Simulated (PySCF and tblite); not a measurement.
Results of a calculation; reference values are marked as such.
System: C7H7N, numbered as in [H]/[N:1]=[CH:2]\[c:3]1[cH:4][cH:5][cH:6][cH:7][cH:8]1.

Motion: planar inversion at N1 (torsion C3–C2–N1–H from 0° to 180°). GFN2-xTB gives an electronic barrier of 22.1 kcal/mol and a reaction energy of 0.2 kcal/mol.

In real samples N–H and O–H hydrogens exchange between molecules, which also interchanges these forms.

(1) What does PBE0/pcSseg-1 + D3(BJ) give on GFN2-xTB geometries?

Programs: tblite and PySCF.

Results:

(1) A barrier of 25.3 kcal/mol, 3.1 above the tight-binding barrier (from unrounded values), a reaction energy of -1.8 kcal/mol and, with GFN2-xTB thermal terms, ΔG‡(298 K) = 23.3 kcal/mol and k = 5×10⁻⁵ s⁻¹ (1 equivalent path).
